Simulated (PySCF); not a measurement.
# Excitation energy of Tl⁺ by level of theory

Tl⁺ [Xe] 4f14 5d10 6s2 (1S) → Tl⁺ [Xe] 4f14 5d10 6s1 7s1 (3S), as a difference of total energies. Calculation: PySCF 2.14, in aug-cc-pVQZ-DK3 (10s9p7d4f2g, 118 functions); scalar relativity by spin-free X2C-1e. Correlated levels: valence: [Xe] 4f14 5d10 frozen. The calculations carry no spin-orbit coupling.

Task: Order these methods by the excitation energy they give, lowest first.
A. CCSD (valence)
B. UHF
C. MP2 (valence)
D. SCS-MP2 (valence)

Result: B (91144 cm⁻¹), C (95114 cm⁻¹), A (96165 cm⁻¹), D (96445 cm⁻¹).

Errors of the correlated levels include the incompleteness of this basis and the frozen core.

Every method misses the reference by a wide margin, which points to the basis or the choice of state and not to the methods.

With two correlated electrons CCSD is exact in that space.

For comparison: 105230 cm⁻¹ (measured; NIST levels).
